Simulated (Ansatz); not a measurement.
Ansatz (a first-principles code) input (HF/STO-3G):

Ansatz 0.2 input:
```yaml
crystal:
  periodic: [false, false, false]
  atoms:
    - {symbol: C, position_ang: [2.37670200, -0.18829300, 0.16092700]}
    - {symbol: C, position_ang: [1.05012300, -0.33861500, 0.17864000]}
    - {symbol: C, position_ang: [0.11737300, 0.67394500, -0.27970900]}
    - {symbol: C, position_ang: [-1.21880800, 0.58815600, -0.28949500]}
    - {symbol: C, position_ang: [-2.06072500, -0.56036000, 0.16512400]}
    - {symbol: H, position_ang: [3.04138900, -0.96627300, 0.51130400]}
    - {symbol: H, position_ang: [2.83644400, 0.72204200, -0.20654400]}
    - {symbol: H, position_ang: [0.63861600, -1.26826400, 0.55589900]}
    - {symbol: H, position_ang: [0.56936000, 1.58966100, -0.64971200]}
    - {symbol: H, position_ang: [-1.76985100, 1.44349400, -0.66853700]}
    - {symbol: H, position_ang: [-2.74261500, -0.24588200, 0.96087000]}
    - {symbol: H, position_ang: [-2.68713200, -0.92581300, -0.65410800]}
    - {symbol: H, position_ang: [-1.47420400, -1.39796000, 0.53791700]}
basis:
  gaussian:
    orbitals: STO-3G
hamiltonian:
  xc: {name: HF}
relax: {f_tol: 0.003, max_steps: 120}
```

Output:

```
Functional definition: HF
integrals: 0.00 GiB planned
501 factors; integrals over basis functions are off by at most 1.6e-5 eV
mean field: 0.07 GiB planned
mean field evaluation 1: about -5212.6841 eV, gradient 1.5e1 eV
mean field evaluation 2: about -5212.8310 eV, gradient 1.5e1 eV
mean field evaluation 4: about -5213.7340 eV, gradient 1.2e0 eV
mean field evaluation 8: about -5213.7381 eV, gradient 1.1e-5 eV
mean field -5213.73807511 eV, -191.6013402616 hartree, gradient 1.6e-5 eV, S^2 0.000000; 0 other end points of the search recorded, 0 dependent functions left out
the calculation of the forces begins
reference -5213.73807511 eV, -191.6013402616 hartree; 19, 19 occupied and 14, 14 virtual orbitals, 501 factors
relax step   1: F+E_penalty+E_count = -5213.73807511 eV  Δ(F+E_penalty+E_count) = +0.000e0 eV  max|allowed force component| = 2.512e0 eV/Å  Δτ_max = 0.0000 Å  (29 SCF iters, accepted)
these checks for a lower state are left out or cut short: starts, cluster_reference, orbital_swaps, neighbouring_geometries, increment
integrals: 0.00 GiB planned
501 factors; integrals over basis functions are off by at most 1.6e-5 eV
mean field: 0.07 GiB planned
mean field evaluation 16: about -5213.8096 eV, gradient 2.7e-5 eV
mean field -5213.80955961 eV, -191.6039672687 hartree, gradient 2.7e-5 eV, S^2 0.000000; 0 other end points of the search recorded, 0 dependent functions left out
the calculation of the forces begins
reference -5213.80955961 eV, -191.6039672687 hartree; 19, 19 occupied and 14, 14 virtual orbitals, 501 factors
relax step   2: F+E_penalty+E_count = -5213.80955961 eV  Δ(F+E_penalty+E_count) = -7.148e-2 eV  max|allowed force component| = 4.093e-1 eV/Å  Δτ_max = 0.0212 Å  (25 SCF iters, accepted)
these checks for a lower state are left out or cut short: starts, cluster_reference, orbital_swaps, neighbouring_geometries, increment
integrals: 0.00 GiB planned
501 factors; integrals over basis functions are off by at most 1.6e-5 eV
mean field: 0.07 GiB planned
mean field -5213.81357058 eV, -191.6041146691 hartree, gradient 2.6e-5 eV, S^2 0.000000; 0 other end points of the search recorded, 0 dependent functions left out
the calculation of the forces begins
reference -5213.81357058 eV, -191.6041146691 hartree; 19, 19 occupied and 14, 14 virtual orbitals, 501 factors
relax step   3: F+E_penalty+E_count = -5213.81357058 eV  Δ(F+E_penalty+E_count) = -4.011e-3 eV  max|allowed force component| = 4.309e-2 eV/Å  Δτ_max = 0.0092 Å  (27 SCF iters, accepted)
these checks for a lower state are left out or cut short: starts, cluster_reference, orbital_swaps, neighbouring_geometries, increment
integrals: 0.00 GiB planned
501 factors; integrals over basis functions are off by at most 1.6e-5 eV
mean field: 0.07 GiB planned
mean field evaluation 32: about -5213.8138 eV, gradient 2.6e-5 eV
mean field -5213.81378584 eV, -191.6041225798 hartree, gradient 2.6e-5 eV, S^2 0.000000; 0 other end points of the search recorded, 0 dependent functions left out
the calculation of the forces begins
reference -5213.81378584 eV, -191.6041225798 hartree; 19, 19 occupied and 14, 14 virtual orbitals, 501 factors
relax step   4: F+E_penalty+E_count = -5213.81378584 eV  Δ(F+E_penalty+E_count) = -2.153e-4 eV  max|allowed force component| = 1.396e-2 eV/Å  Δτ_max = 0.0044 Å  (28 SCF iters, accepted)
these checks for a lower state are left out or cut short: starts, cluster_reference, orbital_swaps, neighbouring_geometries, increment
integrals: 0.00 GiB planned
501 factors; integrals over basis functions are off by at most 1.6e-5 eV
mean field: 0.07 GiB planned
mean field -5213.81379833 eV, -191.6041230386 hartree, gradient 2.6e-5 eV, S^2 0.000000; 0 other end points of the search recorded, 0 dependent functions left out
the calculation of the forces begins
reference -5213.81379833 eV, -191.6041230386 hartree; 19, 19 occupied and 14, 14 virtual orbitals, 501 factors
relax step   5: F+E_penalty+E_count = -5213.81379833 eV  Δ(F+E_penalty+E_count) = -1.249e-5 eV  max|allowed force component| = 2.606e-3 eV/Å  Δτ_max = 0.0013 Å  (28 SCF iters, accepted)
integrals: 0.00 GiB planned
501 factors; integrals over basis functions are off by at most 1.6e-5 eV
mean field: 0.07 GiB planned
mean field -5213.81379833 eV, -191.6041230386 hartree, gradient 2.6e-5 eV, S^2 0.000000; 1 other end points of the search recorded, 0 dependent functions left out
the calculation of the forces begins
reference -5213.81379833 eV, -191.6041230386 hartree; 19, 19 occupied and 14, 14 virtual orbitals, 501 factors
Total energy: -5213.81379833 eV, -191.6041230386 hartree
Atom 0 at     2.372038    -0.190158     0.161552 Å, force    -0.000708    -0.002606     0.001073 eV/Å
Atom 1 at     1.068391    -0.352744     0.185216 Å, force     0.000597     0.002029    -0.000834 eV/Å
Atom 2 at     0.105555     0.680907    -0.283046 Å, force     0.000740    -0.000600     0.000278 eV/Å
Atom 3 at    -1.209688     0.597607    -0.293161 Å, force    -0.000096     0.000210    -0.000092 eV/Å
Atom 4 at    -2.073019    -0.565370     0.166811 Å, force     0.000616    -0.000207     0.000108 eV/Å
Atom 5 at     3.051622    -0.956542     0.507559 Å, force     0.000192     0.000639    -0.000262 eV/Å
Atom 6 at     2.830742     0.718116    -0.205087 Å, force    -0.001327     0.000884    -0.000418 eV/Å
Atom 7 at     0.652437    -1.279086     0.560930 Å, force    -0.000231    -0.000707     0.000290 eV/Å
Atom 8 at     0.567232     1.590236    -0.650027 Å, force    -0.000280     0.000202    -0.000095 eV/Å
Atom 9 at    -1.773338     1.444909    -0.669253 Å, force     0.000676     0.000450    -0.000166 eV/Å
Atom 10 at    -2.744147    -0.243208     0.960407 Å, force    -0.000236    -0.000035    -0.000396 eV/Å
Atom 11 at    -2.688622    -0.923650    -0.655786 Å, force    -0.000260     0.000253     0.000287 eV/Å
Atom 12 at    -1.482530    -1.395179     0.536460 Å, force     0.000317    -0.000511     0.000226 eV/Å
Dipole moment:    -0.066102    -0.016801     0.004803 e Å
```

The geometry given is a B3LYP-D3(BJ)/def2-TZVP minimum.
